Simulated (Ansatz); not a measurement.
Input file for Ansatz (a first-principles code): U-wB97X-V/def2-TZVPP on H2W (SMILES [WH2]), 2S+1 = 5, a spin state set in the input, which need not be the lowest. Elements past Kr take the def2 small-core potentials; no spin–orbit coupling.

Ansatz 0.2 input:
```yaml
crystal:
  periodic: [false, false, false]
  atoms:
    - {symbol: W, position_ang: [0.57486554, 0.12096200, 0.18666101]}
    - {symbol: H, position_ang: [-0.07601241, -1.45247923, -0.05572081]}
    - {symbol: H, position_ang: [-0.53192185, 1.37898883, -0.20125983]}
basis:
  gaussian:
    orbitals: def2-TZVPP
hamiltonian:
  xc: {name: wB97X-V}
magnetization: {spin_polarized: true, initial_magnetization: 4}
```

It printed:

```
WARN ansatz: RAYON_NUM_THREADS=1 ignored (pool sized by the plan → 1); use --threads N
Functional definition: wB97X-V
integrals: 0.03 GiB planned
470 factors; their error is unknown
integrals: 0.06 GiB planned
117 factors; integrals over basis functions are off by at most 2.6e-5 eV
mean field: 0.36 GiB planned
mean field evaluation 1: about -1852.2793 eV, gradient 1.0e1 eV
mean field evaluation 2: about -1852.7834 eV, gradient 6.5e0 eV
mean field evaluation 4: about -1853.0019 eV, gradient 6.0e-1 eV
mean field evaluation 8: about -1853.0243 eV, gradient 4.2e-2 eV
mean field evaluation 16: about -1853.0275 eV, gradient 5.3e-4 eV
mean field -1853.02747632 eV, -68.0975037276 hartree, gradient 2.2e-5 eV, S^2 6.015514; 1 other end points of the search recorded, 0 dependent functions left out
reference -1853.02747602 eV, -68.0975037166 hartree; 10, 6 occupied and 74, 78 virtual orbitals, 470 factors
Total energy: -1853.02747602 eV, -68.0975037166 hartree
```

The run converged.

Cost: very roughly 4 core-seconds.
